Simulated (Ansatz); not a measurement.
Consider the formal exchange of groups at a Ge–S bond: `[PH2][GeH2][SH]` + BH₃ → `[BH2][GeH2][PH2]` + H₂S.

Calculated with Ansatz (gas phase, PBE0-D4/def2-TZVP geometries, no zero-point term in ΔE). CCSD(T)/CBS adds triple-zeta CCSD(T) − MP2 to the extrapolated MP2 energy (def2 sets, frozen cores). This one scheme is used for every species. DFT in def2-TZVPP. For Ge outer-core shells are correlated without core-valence functions, which leaves a few kJ/mol of doubt a bond. Scalar relativity is left out up to krypton. Each species was taken in one conformer, which may not be the lowest.

| level | ΔE (kcal/mol) | difference from CCSD(T)/CBS |
| --- | --- | --- |
| LDA (SPW92) | 9.1 | -2.8 |
| B97M-V | 12.0 | 0.1 |
| PBE0-D4 | 11.9 | 0.0 |
| CAM-B3LYP-D4 | 12.6 | 0.7 |
| revPBE | 10.8 | -1.1 |
| r2SCAN | 12.0 | 0.1 |
| r2SCAN0 | 12.5 | 0.6 |
| LC-ωPBE | 11.5 | -0.4 |
| RPA@PBE/def2-TZVPP | 11.7 | -0.2 |
| MP2/def2-SVP | 13.2 | 1.3 |
| CCSD/def2-SVP | 11.5 | -0.4 |
| HF/def2-TZVPP | 15.1 | 3.2 |
| CCSD/def2-TZVPP | 11.9 | 0.0 |
| SCS-MP2/def2-QZVPP | 14.0 | 2.1 |
| HF/CBS(def2) | 15.2 | 3.3 |
| CCSD/CBS(def2) | 11.8 | -0.1 |
| CCSD(T)/CBS | 11.9 | 0 |

Largest T1 diagnostic among the species: 0.013.

From BLYP to BHLYP (50 % exact exchange), in def2-TZVPP and without D4, ΔE moves by +1.9 kcal/mol. In def2-TZVPP, CCSD(T) changes the Hartree–Fock value by −3.2 kcal/mol (the triples alone add +0.1 kcal/mol) and MP2 by −1.2 kcal/mol. Leaving LDA and LC-ωPBE aside and taking each functional with its dispersion term where it has one, the values, not all of them listed here, spread over 3.1 kcal/mol, from PBE-D4 to BHLYP-D4. LDA lies −1.4 kcal/mol from PBE without D4.
